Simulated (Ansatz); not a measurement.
`[F][GaH][O][GeH3]` → `[OH][GaH][F]` + `[GeH2]` at 500 K and 1 bar (germylene loss).

Calculated with Ansatz (gas phase, PBE0-D4/def2-TZVP geometries, no zero-point term in ΔE). CCSD(T)/CBS is the MP2 limit (def2-TZVPP, def2-QZVPP) plus CCSD(T) − MP2 in def2-TZVPP, frozen cores. For Ga, Ge outer-core shells are correlated without core-valence functions, which leaves a few kJ/mol of doubt a bond. Scalar relativity is left out up to krypton. Each species was taken in one conformer, which may not be the lowest.

```json
{"species": "`[F][GaH][O][GeH3]`", "CCSD(T)/CBS energy (Eh)": "-4177.50205", "H − E (kJ/mol)": "140.2", "S (J/(mol·K))": "426.4"}
{"species": "`[OH][GaH][F]`", "CCSD(T)/CBS energy (Eh)": "-2100.17635", "H − E (kJ/mol)": "88.0", "S (J/(mol·K))": "326.9"}
{"species": "`[GeH2]`", "CCSD(T)/CBS energy (Eh)": "-2077.24753", "H − E (kJ/mol)": "46.3", "S (J/(mol·K))": "239.7"}
```

H − E and S are ideal-gas, rigid-rotor, harmonic terms from PBE0-D4/def2-TZVP, for one conformer and one mirror image of each species. 1 Eh = 2625.50 kJ/mol, R = 8.31446 J/(mol·K).

Task: By hand: ΔE, ΔH, ΔS and ΔG.

Result: ΔE = (-2100.17635) + (-2077.24753) − (-4177.50205) = 0.07817 Eh = 205.2 kJ/mol. Δ(H − E) = 88.0 + 46.3 − 140.2 = -5.9, so ΔH = 199.3 kJ/mol. ΔS = 326.9 + 239.7 − 426.4 = 140.2 J/(mol·K). ΔG = 199.3 − 500 × (140.2)/1000 = 129.2 kJ/mol.

Task: By hand: the equilibrium constant, and the temperature at which ΔG would vanish if ΔH and ΔS stayed fixed.

Result: log₁₀ K = −ΔG/(RT ln 10) = -13.5. ΔG = 0 at ΔH/ΔS = 1422 K.

The number of gas molecules changes by +1, which sets the sign of ΔS. A doubt of 5 kJ/mol in ΔE shifts log₁₀ K by 0.5 here. Other conformers and mirror images would add mixing entropy, several J/(mol·K) or more a flexible species. Modes under 60 cm⁻¹, often nearly free rotors, make the harmonic entropy too high. These are equilibria of isolated gas molecules and say nothing of rates. Largest T1 diagnostic: 0.015 (customary marks: 0.02 for closed shells, 0.045 for open ones).
